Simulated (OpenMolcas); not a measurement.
## CuOH (SMILES [Cu]O): entropy by statistical mechanics

A singlet with charge 0, relaxed at HF/cc-pVTZ (OpenMolcas 26.06):

```xyz
3

Cu   -1.2145    0.3270   -0.6259
O     0.4025    0.2534    0.2482
H     0.8120   -0.5804    0.3777
```

Harmonic wavenumbers in cm⁻¹: 584, 634, 4192.

Masses in u: Cu 63.546, O 15.999, H 1.008. Take T = 298.15 K, p = 1 bar, R = 8.3145 J/(mol K), kT/hc = 207.22 cm⁻¹, rigid rotor and harmonic oscillator.

Q: Work out S° at 298 K.

A: 
1. Translation (Sackur–Tetrode): S = R[3/2 ln M + 5/2 ln T − 1.1517] with M = 80.553 gives 163.6 J/(mol K).
2. Rotation: principal moments 0.616, 46.993, 47.609 u Å² give A, B, C = 27.3483, 0.3587, 0.3541 cm⁻¹; the symmetry number is σ = 1; q = (√π/σ)√((kT/hc)³/ABC) = 2837; S = R(ln q + 3/2) = 78.6.
3. Vibration: with u = ν̃/207.22, each mode gives R[u/(eᵘ − 1) − ln(1 − e⁻ᵘ)]; the sum is 3.7, most from 584 cm⁻¹ (2.0), 634 cm⁻¹ (1.7).
4. Electronic: R ln 1 = 0.0, from the spin multiplicity alone.
5. Sum: 163.6 + 78.6 + 3.7 + 0.0 = 245.9 J/(mol K).

No measured value is set beside it here.
